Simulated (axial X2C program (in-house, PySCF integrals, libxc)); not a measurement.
**ScO⁺: cheaper levels and CCSD(T), two-component**

All values were computed with an in-house all-electron X2C program for linear molecules (integrals from PySCF). Two-component (2c) means X2C with spin–orbit coupling and atomic mean-field two-electron Coulomb and Gaunt terms. Basis: Sc dyall-cv3z [10s11p7d5f2g], O dyall-av3z [7s6p3d2f] (cores contracted in-house); Gaussian nuclei, density fitting, unrestricted open shells. Masses: Sc 44.956 u, O 15.995 u.

State: Ω = 0 (closed shell); fragments Sc+ + O.

| level | Re (Å) | ωe (cm⁻¹) |
| --- | --- | --- |
| PBE0 | 1.598 | 1098.2 |
| HF | 1.588 | 1147.0 |
| MP2 | 1.651 | 986.0 |
| CCSD | 1.617 | 1084.6 |
| BP86 | 1.623 | 1037.9 |

Correlated methods: 8 electrons correlated (number of frozen shells: Sc 3 s, 2 p; O 1 s), 302 virtual spin orbitals or spinors in MP2, 90 natural virtuals in coupled cluster.

CCSD(T), same Hamiltonian and basis:

Re = 1.642 Å, ωe = 1010.9 cm⁻¹; T1 = 0.032 (Lee–Taylor normalisation).

Question: Give the differences from CCSD(T) in the columns below.

Answer: 

```tsv
level	ΔRe (Å)	Δωe (cm⁻¹)
PBE0	-0.044	87
HF	-0.054	136
MP2	0.009	-25
CCSD	-0.025	74
BP86	-0.019	27
```

One determinant describes the state; a PBE0 search over occupations chose it and may have missed a lower one. The closed shell is kept restricted, so the energy runs too high when the bond is stretched far. De is not given where an atomic determinant may have missed its ground term or J level, or where the truncated virtual space spoils (T). CCSD and (T) use frozen natural virtuals with an MP2 correction for the truncation; (T) itself is uncorrected, so its De runs slightly low. Without a current term, density functionals place determinants with orbital angular momentum somewhat too high. The outer-core s and p shells of the metal are frozen in the correlated rows, which leaves out core–valence correlation; for alkali and alkaline-earth bonds that tends to lengthen them. The T1 diagnostic is large, a sign of multireference character.
